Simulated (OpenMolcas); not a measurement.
# Kr III: Slater's ratio, the spin-orbit constant, worked from levels

```
Program             : OpenMolcas
Basis               : ANO-RCC-VQZP [7s6p4d2f1g]
Scalar Hamiltonian  : DKH2, point nucleus
Active space        : 6 electrons in 9 orbitals (RAS2 4s 4p; RAS3 4d, at most 2 electrons)
State averaging     : 2S+1 = 3 even, 3 roots; 2S+1 = 1 even, 7 roots; 2S+1 = 3 odd, 3 roots; 2S+1 = 1 odd, 3 roots
Spin-orbit coupling : RASSI with atomic mean-field integrals over the reference wave functions, term energies averaged over their components
```

Methods: RASSCF; MS-RASPT2, IPEA 0.25 Eh, imaginary shift 0.1 Eh (closed shells correlated: 3d). Measured levels: Saloman, J. Phys. Chem. Ref. Data 36, 215 (2007).

**Slater's ratio.** With one set of orbitals, p4 has ¹D - ³P = 6 F2 and ¹S - ¹D = 9 F2 (F2 = F²/25), a ratio of 3/2. Term energies are centres of gravity, weighted by 2J + 1.

```
   Source  ¹D - ³P  ¹S - ³P  F2 from the first  Ratio
   RASSCF    14693    32466               2449  1.210
MS-RASPT2    12781    31079               2130  1.432
 measured    12538    30973               2090  1.470
```

Energies in cm-1. A ratio away from 3/2 shows effects beyond one configuration with one set of orbitals, and in heavier atoms second-order spin-orbit shifts.

**The spin-orbit constant.** For the Hund term ³P of p4, E(J) = (A/2) J(J+1) + constant and ζ = -2S·A = -2A. From J = 0 to J = 2 the energy changes by 3 A.

| Source | E(2) - E(0) | A | ζ |
| --- | --- | --- | --- |
| RASSCF | -4938.2 | -1646.1 | 3292 |
| MS-RASPT2 | -4940.1 | -1646.7 | 3293 |
| measured | -5312.9 | -1771.0 | 3542 |

All in cm-1. MS-RASPT2 is off by -7.0 % and RASSCF by -7.1 %. Both methods take the spin-orbit matrix elements from the reference wave functions, so the second can move ζ only through the term energies and any multistate remixing. Second-order mixing with other terms is absorbed into this ζ.

CASPT2 breaks the degeneracy within a term, and the mean is taken; among the terms shown or strongly mixed into the levels shown the widest spread is 35 cm-1 (4s² 4p⁴ ¹D, MS-RASPT2). The run also gave levels led by 4s² 4p³ 4d, which use shells meant for correlation; these and all levels above them are left out. Measured partners are found by configuration, term and J. A level has none where our copy of the source lacks it or the pairing is in doubt (some pairs that miss far off the trend of their configuration count as doubtful), and it then counts in no deviation. Levels of configurations outside the active space are missing.
